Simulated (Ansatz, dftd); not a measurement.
System: SiH$_{3}$Br, charge 0, singlet. SiH3Br (SMILES Br[SiH3]).
B3LYP-D3(BJ)/def2-TZVP minimum from Ansatz (an electronic-structure program):
```xyz
5

Si    -1.4774     0.0253     0.0221
Br     0.7574    -0.0130    -0.0113
H     -1.9222     1.4023    -0.2662
H     -1.9286    -0.3959     1.3623
H     -1.9729    -0.9067    -1.0090
```

Quantity: atomisation energy (electronic, to ground-state atoms), in kcal/mol. Radicals and triplets start from unrestricted determinants; spin-orbit coupling is neglected. Cores are frozen in correlated methods (noble-gas shells, and filled d and f shells in the p block). No relativity. CBS(X,Y): correlation extrapolated as X^-3, Hartree-Fock from the larger set. A bracket is a step between two methods taken in the basis named. Double hybrids freeze cores in their MP2 part. Where a partner has so few electrons that a lower coupled-cluster level is exact, that level stands in. Spin-orbit terms, left out, reach several kcal/mol for Br and I, and more for heavier atoms.

| level | program | atomisation energy (kcal/mol) | difference against the last row |
|---|---|---|---|
| r2SCAN-D4/def2-TZVPD | Ansatz + dftd4 | 325.1 | -1.2 |
| B3LYP-D3(BJ)/def2-TZVPD | Ansatz + dftd3 | 324.0 | -2.3 |
| B3LYP/def2-TZVPD | Ansatz | 320.1 | -6.2 |
| B2GP-PLYP-D3(BJ)/def2-TZVPD | Ansatz + dftd3 | 320.5 | -5.8 |
| CCSDT(Q)/def2-SVP | Ansatz | 302.2 | -24.1 |
| CCSDT(Q)/def2-TZVPP | Ansatz | 317.1 | -9.2 |
| CCSDTQ/def2-SVP | Ansatz | 302.2 | -24.1 |
| CCSD(T)/CBS(def2-TZVPP,def2-QZVPP) + [CCSDT(Q) - CCSD(T)]/def2-SVP | Ansatz | 326.6 | 0.3 |
| CCSD(T)/CBS(def2-TZVPP,def2-QZVPP) + [CCSDT(Q) - CCSD(T)]/def2-TZVPP + [CCSDTQ - CCSDT(Q)]/def2-SVP | Ansatz | 326.3 | 0.0 |
